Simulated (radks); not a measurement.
Spherical quantum dot in the effective-mass picture: electrons in a hard-walled sphere of radius 12.7, with a point charge +2 (a donor) at the centre, all in effective atomic units (hartree* = m*/eps^2 hartree, bohr* = eps/m* bohr), one dielectric constant everywhere. Calculated with a radial shooting solver with Libxc functionals: non-relativistic Kohn-Sham, LDA (Slater exchange, Perdew-Wang correlation), spin-polarised, spherical densities. Levels are named by radial order and angular momentum (1s, 1p, 1d, 2s, ...), and open shells are averaged over m. Each electron was tried in the lowest free levels, single moves between levels near the top were tried too, and the lowest total energy was kept; such a search can miss a lower state. At N = 1 the Hartree and exchange-correlation terms need not cancel, so that row can carry a self-interaction error.

N,open shells,2S,E (hartree*),mu = E(N) - E(N-1) (hartree*),addition energy mu(N+1) - mu(N) (hartree*),e(HOMO) (hartree*),rms radius (bohr*)
1,"1s(up 1, down 0)",1,-1.94176,-1.9418,1.049,-1.5105,0.8943
2,none,0,-2.83446,-0.89269,0.9262,-0.57026,1.134
3,"2s(up 1, down 0)",1,-2.80093,0.033521,0.1015,0.076747,4.359
4,none,0,-2.66594,0.13500,0.1105,0.18062,5.640
5,"1p(up 1, down 0)",1,-2.42040,0.24553,0.08803,0.29114,6.482
6,"1p(up 3, down 0) 2s(up 1, down 0)",4,-2.08684,0.33356,0.09908,0.37786,7.077
7,"1p(up 3, down 0)",3,-1.65419,0.43265,0.1041,0.47678,7.462
8,"1p(up 3, down 1)",2,-1.11742,0.53678,0.08924,0.58124,7.785
9,"1p(up 3, down 2)",1,-0.491400,0.62602,0.08985,0.67089,8.044
10,none,0,0.224470,0.71587,0.1157,0.76088,8.258
11,"1d(up 1, down 0)",1,1.05603,0.83156,0.08885,0.87595,8.453
12,"1d(up 2, down 0)",2,1.97643,0.92041,0.08899,0.96489,8.617
13,"1d(up 3, down 0)",3,2.98583,1.0094,0.08904,1.0539,8.758
14,"1d(up 4, down 0)",4,4.08426,1.0984,0.08903,1.1430,8.882
15,"1d(up 5, down 0)",5,5.27173,1.1875,0.1059,1.2320,8.991
16,"1d(up 5, down 1)",4,6.56513,1.2934,0.08772,1.3372,9.088
17,"1d(up 5, down 2)",3,7.94626,1.3811,0.08789,1.4251,9.176
18,"1d(up 5, down 3)",2,9.41528,1.4690,0.08797,1.5130,9.255
19,"1d(up 5, down 4)",1,10.9723,1.5570,0.08801,1.6010,9.328
20,none,0,12.6173,1.6450,0.1202,1.6890,9.395
21,"1f(up 1, down 0)",1,14.3825,1.7652,0.08747,1.8089,9.460
22,"1f(up 2, down 0)",2,16.2351,1.8527,0.08748,1.8964,9.520
23,"1f(up 3, down 0)",3,18.1753,1.9402,0.08749,1.9839,9.576
24,"1f(up 4, down 0)",4,20.2029,2.0276,0.08748,2.0714,9.627
25,"1f(up 5, down 0)",5,22.3181,2.1151,0.08746,2.1589,9.676
26,"1f(up 6, down 0)",6,24.5206,2.2026,0.08743,2.2463,9.721
27,"1f(up 7, down 0)",7,26.8106,2.2900,0.1048,2.3337,9.763
28,"1f(up 7, down 1)",6,29.2055,2.3948,0.08669,2.4381,9.803
29,"1f(up 7, down 2)",5,31.6869,2.4815,0.08673,2.5249,9.841
30,"1f(up 7, down 3)",4,34.2552,2.5682,0.08675,2.6116,9.876
31,"1f(up 7, down 4)",3,36.9101,2.6550,0.08677,2.6984,9.910
32,"1f(up 7, down 5)",2,39.6519,2.7417,0.08677,2.7851,9.942
33,"1f(up 7, down 6)",1,42.4804,2.8285,0.08676,2.8719,9.973
34,none,0,45.3957,2.9153,-,2.9587,10.00

All shells are closed at N = 2, 4, 10, 20, 34 (there: 1s2 1p6 1d10 2s2 1f14); the second difference of the energy has clear peaks (12 % above both neighbours; the first and last values, which can be the largest, are not judged, and half-filled shells can peak too) at N = 10, 15, 20, 27.
